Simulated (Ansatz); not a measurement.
CH₇B₂ClSi, SMILES `CB([SiH3])BCl`, charge 0, multiplicity 1.

Problem. Give a relaxed structure at PBE0-D4/def2-TZVP (Ansatz). (An estimate is asked.)

Solution. Computed: 
Z-matrix (Å, degrees):
```
C
B 1 1.560
H 1 1.092 2 114.8
H 1 1.104 2 103.4 3 -115.0
H 1 1.092 2 115.6 3 129.7
Si 2 2.032 1 118.3 3 -152.3
B 2 1.649 1 126.5 3 28.4
H 6 1.493 2 106.2 1 81.2
H 6 1.488 2 115.1 1 -159.5
H 6 1.491 2 111.0 1 -35.9
Cl 7 1.757 2 118.0 1 -94.9
H 7 1.197 2 126.0 1 89.3
```
This is one stationary point; other conformers may exist.
